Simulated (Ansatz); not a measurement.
Geometry optimisation, Ansatz 0.2.0, RKS PBE-D4/STO-3G.

Input file:

```yaml
crystal:
  periodic: [false, false, false]
  atoms:
    - { symbol: B, position_ang: [-1.4548, 1.4086, 0.2949] }
    - { symbol: C, position_ang: [-0.9075, 0.0001, 0.3683] }
    - { symbol: C, position_ang: [0.2848, -0.3684, -0.0688] }
    - { symbol: B, position_ang: [0.8298, -1.8599, 0.1066] }
    - { symbol: "N", position_ang: [1.2476, 0.5387, -0.6733] }
    - { symbol: H, position_ang: [-2.5939, 1.6622, 0.693] }
    - { symbol: H, position_ang: [-0.8905, 2.3708, -0.1704] }
    - { symbol: H, position_ang: [-1.5237, -0.7167, 0.8089] }
    - { symbol: H, position_ang: [0.25985, -2.68567, 0.5635] }
    - { symbol: H, position_ang: [1.99324, -2.0524, -0.292] }
    - { symbol: H, position_ang: [2.1739, 0.2125, -0.9495] }
    - { symbol: H, position_ang: [1.0541, 1.5635, -0.785] }
basis:
  gaussian: { orbitals: STO-3G }
hamiltonian:
  xc: pbe
  dispersion: d4
relax:
  f_tol: 0.015
  max_steps: 40
```

Command:

```bash
$ ansatz run input.yaml --threads 1 --pin off --max-ram 2048MiB --backend cpu --events-out ev --progress --plain --runs-dir out
```

Question: Where does it end, and by what steps?

Answer: The forces met the threshold. Limits of this set-up: minimal basis. After 15 steps the energy has fallen by 0.714 eV; N5 moved furthest, 0.17 Å.

```csv
step,energy less start (eV),largest force component (eV/Å),accepted
0,0.0000,6.300,yes
1,-0.6378,1.733,yes
2,-0.6267,1.140,no
3,-0.7019,0.396,yes
4,-0.7048,0.286,yes
5,-0.7091,0.037,yes
6,-0.7097,0.253,yes
7,-0.7121,0.135,yes
8,-0.6769,1.628,no
9,-0.7137,0.031,yes
10,-0.7135,0.055,no
11,-0.7138,0.036,yes
12,-0.7134,0.060,no
13,-0.7140,0.020,yes
14,-0.7140,0.016,yes
15,-0.7140,0.006,yes
```

```xyz
12
Properties=species:S:1:pos:R:3
B -1.461 1.437 0.323
C -0.926 0.027 0.340
C 0.350 -0.379 -0.127
B 0.885 -1.819 0.102
N 1.181 0.506 -0.830
H -2.556 1.674 0.689
H -0.787 2.338 -0.041
H -1.516 -0.804 0.765
H 0.169 -2.641 0.552
H 2.009 -2.082 -0.148
H 2.204 0.292 -0.893
H 0.920 1.524 -0.837
```

Whether the end is a true minimum wasn't checked by a vibrational analysis.

Run time: 12 s on 1 thread of AMD EPYC 9R45 96-Core Processor (Zen 5), on a shared host, peak memory 0.14 GiB.
